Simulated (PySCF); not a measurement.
[Er(OH)2]+ at several levels of theory

Computed with PySCF 2.14.0 (density fitting, no spin-orbit coupling) at the geometry relaxed with TPSS:

```xyz
5
[Er(OH)2]+ (singlet in the valence; each metal's 4f electrons, 11 of them, lie in its core potential, out of spins and levels)
Er    0.0443   -0.9712    0.0768
O    -0.0033    0.2020    1.6305
H    -0.0353    0.9561    2.2422
O    -0.0033   -0.0568   -1.6420
H    -0.0353    0.5917   -2.3646
```

| level | basis | state | HOMO (eV) | gap (eV) | charge on Er1 (e) | population of f-type functions on Er1 (polarisation alone where 4f lies in the core) | dipole about the centre of mass (D) | largest force component (eV/Å) |
| --- | --- | --- | --- | --- | --- | --- | --- | --- |
| TPSS | Er lcecp-1-SVP with ECP57, O def2-SVP, H def2-SVP | singlet | -12.12 | 4.37 | 1.31 | 0.06 | 2.20 | 0.01 |
| HF | the same | singlet | -17.71 | 12.68 | 1.76 | 0.07 | 3.40 | 1.24 |
| BLYP | the same | singlet | -11.95 | 3.86 | 1.22 | 0.06 | 2.03 | 0.30 |
| revPBE | the same | singlet | -12.02 | 4.09 | 1.25 | 0.07 | 2.08 | 0.09 |
| TPSS | Er lcecp-1-TZVP with ECP57, O def2-TZVP, H def2-TZVP | singlet | -12.18 | 4.44 | 1.74 | 0.06 | 2.44 | 0.20 |

In the lcecp rows the 4f levels are missing from HOMO and gap, and the state counts the valence alone.

Charges are Mulliken's, which hang on the basis. The relaxation used the grid (50, 194), these runs (75, 302) or, all-electron (x2c bases, spin-free X2C Hamiltonian), (99, 590).

Task: What does PBE with Er lcecp-1-SVP with ECP57, O def2-SVP, H def2-SVP give here?

Result: state singlet, HOMO (eV) -12.08, gap (eV) 4.07, charge on Er1 (e) 1.24, population of f-type functions on Er1 (polarisation alone where 4f lies in the core) 0.07, dipole about the centre of mass (D) 2.02, largest force component (eV/Å) 0.12. Time: 2.5 s on 2 threads of Arm Neoverse V1 (shared host), from an already converged density.

In the first row's basis the gap widens with exact exchange: 3.9 to 4.4 eV for BLYP, PBE, revPBE, TPSS (none); 12.7 eV for Hartree–Fock (rising or full at long range).

No frequency check is given that shows the relaxed geometry to be a minimum. An lcecp potential fixes the number of 4f electrons, so in runs with it no electron can move into or out of that shell.
